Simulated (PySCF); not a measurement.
# Dipole moment and polarisability of `[SiH3][SiH2]O[SiH2]c1ccncc1`

Species: C5H11NOSi3.
Numbering: `[SiH3:1][SiH2:2][O:3][SiH2:4][c:5]1[cH:6][cH:7][n:8][cH:9][cH:10]1` (hydrogens: H11, H12, H13 on Si1; H14, H15 on Si2; H16, H17 on Si4; H18 on C6; H19 on C7; H20 on C9; H21 on C10)

Structure used (PBE0-D3(BJ)/def2-SVP), in Å, numbered top down from 1:
```
atom  x, y, z in Å
Si1    2.4575    0.0582    1.8880
Si2    2.5190   -1.7399    0.3704
O3     1.4366   -1.5844   -0.8856
Si4    0.0391   -0.8733   -1.4186
C5    -0.6476    0.2362   -0.0676
C6    -0.3046    1.5915    0.0179
C7    -0.7722    2.3485    1.0929
N8    -1.5417    1.8530    2.0575
C9    -1.8794    0.5681    1.9806
C10   -1.4640   -0.2747    0.9503
H11    1.1426    0.1782    2.5854
H12    2.7747    1.3451    1.1951
H13    3.5207   -0.2010    2.9111
H14    3.8901   -1.8303   -0.2161
H15    2.2426   -3.0137    1.1051
H16   -0.9545   -1.9372   -1.7393
H17    0.3424   -0.0495   -2.6232
H18    0.3260    2.0636   -0.7408
H19   -0.5074    3.4091    1.1756
H20   -2.5170    0.1822    2.7847
H21   -1.7779   -1.3226    0.9506
```

Level: wB97X-D/def2-SVPD (PySCF), static field, nuclei fixed, core orbitals frozen in the response. The polarisability tensor in these axes (au):

```
x   136.96  -4.10  -9.55
y    -4.10 149.49  13.90
z    -9.55  13.90 142.71
```

Task: Give the principal values, the mean and the anisotropy Δα = √{½[(α1 − α2)² + (α2 − α3)² + (α1 − α3)²]}.

Result: Principal values 127.95, 137.59 and 163.63 au; mean 143.05 au = 21.20 Å³ = 23.59 × 10⁻⁴⁰ C²·m²/J; Δα = 31.97 au (22 % of the mean).

Task: What is the dipole moment, and where does it point?

Result: (0.07, -0.57, -0.93) D, 1.09 D in size, pointing from the negative to the positive side. Measured along this direction, the outermost atoms are N8 and H19 at the negative end and H16 at the positive end.

Task: Refractivity n − 1 of an ideal gas of it at 350 K and 1 atm, from the electronic α?

Result: N = p/kT = 2.0968 × 10¹⁹ cm⁻³, so n − 1 = 2π × N × 21.20 × 10⁻²⁴ cm³ = 2793 × 10⁻⁶ at long wavelengths, for an ideal gas.

Task: Give the principal axes and the span of the nuclei along them.

Result: Largest value along (-0.33, 0.71, 0.62), where the nuclei span 6.04 Å; middle along (0.73, 0.61, -0.31), 5.05 Å; least along (0.60, -0.35, 0.72), 5.94 Å. 

Task: In a dilute gas of rigid molecules at 250 K, how does the orientational term μ²/3kT compare with the electronic polarisability?

Result: In Gaussian units μ²/3kT = 11.43 Å³ against 21.20 Å³, a ratio of 0.54; the Debye molar polarisation (4π/3)N_A(α + μ²/3kT) is 82.3 cm³/mol, leaving out the vibrational part.

Task: Find the Langevin capture rate constant for H3+ (3.023 u) meeting this molecule (185.015 u), k = 2.342 × 10⁻⁹ cm³/s × √(α in Å³ / reduced mass in u).

Result: The reduced mass is 2.97 u, so k = 6.25 × 10⁻⁹ cm³/s. The formula leaves out the permanent dipole, which adds to the capture rate.

One conformer (not necessarily the lowest) at the PBE0-D3(BJ)/def2-SVP geometry, without solvent, vibrations or thermal averaging.
